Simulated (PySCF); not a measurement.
A TDDFT job was run through a driver script with this input:

```
{"job": {"kind": "uv", "xc": "wB97X-D", "basis": "def2-SVPD", "nstates": 8, "ntriplets": 3}, "charge": 0, "multiplicity": 1}
C      2.439030     0.567671    -0.510488
O      1.825310    -0.592555    -0.020348
C      0.598025    -0.336743     0.607283
C     -0.314352    -1.562193     0.711086
Si    -0.973781    -0.234972    -0.454793
C     -2.440089     0.832497     0.078961
H      2.698611     1.257288     0.303490
H      1.776773     1.092352    -1.212920
H      3.346490     0.255072    -1.024030
H      0.716944     0.255946     1.517634
H      0.122898    -2.461550     0.302852
H     -0.751955    -1.736988     1.684416
H     -0.810631    -0.480184    -1.879454
H     -3.376711     0.334972    -0.153008
H     -2.441188     1.786778    -0.439230
H     -2.422974     1.031555     1.146006
```

Output (SCF cycles cut):

```
converged SCF energy = -522.7808317205

Static polarisability (au): isotropic 80.738, principal 70.260 77.840 94.114

Singlet excitations
state   eV       nm        f      main configurations
  1   6.0766    204.0   0.11579   H->L+1 0.50, H->L 0.26, H->L+2 0.09
  2   6.2351    198.8   0.03530   H->L 0.57, H->L+2 0.21
  3   6.4566    192.0   0.05715   H->L+1 0.38, H->L+2 0.34, H->L+3 0.12
  4   6.8115    182.0   0.00150   H->L+3 0.39, H->L+4 0.21, H->L+2 0.18
  5   7.1335    173.8   0.05877   H->L+5 0.33, H->L+3 0.32, H->L+4 0.15
  6   7.4207    167.1   0.00493   H->L+4 0.34, H->L+5 0.26, H-1->L+1 0.15
  7   7.5739    163.7   0.02515   H-1->L+1 0.33, H-1->L 0.15, H->L+6 0.11
  8   7.6466    162.1   0.00241   H->L+6 0.44, H-1->L+1 0.15

Triplet excitations (Tamm-Dancoff, eV): 4.9922 5.8756 6.1945
```

Computed, not measured: TDDFT wB97X-D/def2-SVPD, vertical, gas phase, core orbitals frozen in the response (PySCF). The structure is a single GFN2-xTB conformer in the gas phase; no vibrational or solvent corrections.

Task: How many basis functions and electrons does this run hold?

Result: 207 basis functions for 56 electrons in 28 doubly occupied orbitals.

Task: What share of the summed oscillator strength falls to the strongest level in this window?

Result: State 1 at 204 nm: 0.1158 of 0.3010, or 38%.

Task: Give the energy of state 8 in hartree, cm⁻¹ and kJ/mol.

Result: 0.28101 hartree, 61674 cm⁻¹, 737.8 kJ/mol.

Task: What is the total energy of state 8 at this geometry?

Result: -522.78083 + 0.28101 = -522.49982 hartree.

Task: What is the polarisability anisotropy, √(½[(α1 − α2)² + (α2 − α3)² + (α3 − α1)²])?

Result: 21.11 au.

Task: Write the structure that the coordinates describe.

Result: `CO[C@@H]1C[Si@H]1C` (C4H10OSi), point group C1.

H and L stand for HOMO and LUMO.

On an Intel Xeon at 2.50 GHz with one thread, shared host with 64 logical CPUs at a one-minute load of 63, this took 1.7 min wall, 89 s CPU and 0.86 GiB of memory at its peak.

The values belong to the conformer `[CH3:1][O:2][C@@H:3]1[CH2:4][Si@H:5]1[CH3:6]`: C1–O2–C3–C4 160°.

Note: wB97X-D ran without an empirical dispersion term, which enters the total energy and its gradient alone.
